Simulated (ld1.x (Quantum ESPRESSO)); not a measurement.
Configuration tests for tin (PAW)

```json
{"Element": "tin", "Generator": "ld1.x (Quantum ESPRESSO) 7.5", "Type": "PAW", "Functional": "LDA (PZ)", "Relativity": "scalar-relativistic", "Frozen core": "[Kr]", "Valence charge": "14", "Reference configuration": "4d10 5s2 5p1.5 (charge +0.5)", "Partial waves": "5s (bound): rcut 2.00, rcutus 2.35 bohr; 5s channel at 3.4 Ry: rcut 2.00, rcutus 2.35 bohr; 5p (bound): rcut 2.40, rcutus 2.60 bohr; 5p channel at 0.2 Ry: rcut 2.40, rcutus 2.60 bohr; 4d (bound): rcut 1.60, rcutus 1.85 bohr; 4d channel at 1.2 Ry: rcut 1.60, rcutus 1.85 bohr", "Local potential": "all-electron potential smoothed inside 2.05 bohr (lloc = -2)", "Core correction": "Bessel-smoothed model core inside 0.85 bohr", "Augmentation charge": "GAUSS, radius 1.60 bohr"}
```

Energies are relative to the spin-unpolarised reference configuration 4d10 5s2 5p1.5; without spin polarisation the order of configurations can differ from experiment. Spin-polarised rows fill each open shell by Hund’s rule, majority spin first.

| valence configuration | charge | ΔE all-electron (eV) | error AE − PS (meV) |
| --- | --- | --- | --- |
| 4d10 5s2 5p2 | 0 | -2.716 | +0.7 |
| 4d10 5s2 5p1 | +1 | 4.382 | -0.9 |
| 4d10 5s2 5p0 | +2 | 18.646 | -2.8 |
| 4d10 5s0 5p4 | 0 | 11.684 | -0.6 |
| 4d10 5s1 5p3 | 0 | 4.358 | +0.2 |
| 4d10 5s1 5p0 | +3 | 50.097 | -5.8 |
| 4d10 5s2 5p2 (spin-polarised) | 0 | -3.191 | +0.7 |

Q: What are ΔE and the potential's error for 4d10 5s2 5p1.5 (spin-polarised)?

A: ΔE = -0.304 eV all-electron; the error (AE − PS) is 0.0 meV.

Q: What are ΔE and the potential's error for 4d10 5s0 5p0?

A: ΔE = 91.655 eV all-electron; the error (AE − PS) is -28 meV.

Levels in the configuration 4d10 5s2 5p2 (spin-polarised):

```json
{"level": "4d up", "all-electron (eV)": "-25.854", "pseudo (eV)": "-25.853"}
{"level": "5s up", "all-electron (eV)": "-11.142", "pseudo (eV)": "-11.142"}
{"level": "5p up", "all-electron (eV)": "-4.222", "pseudo (eV)": "-4.222"}
{"level": "4d down", "all-electron (eV)": "-25.685", "pseudo (eV)": "-25.683"}
{"level": "5s down", "all-electron (eV)": "-10.201", "pseudo (eV)": "-10.202"}
```
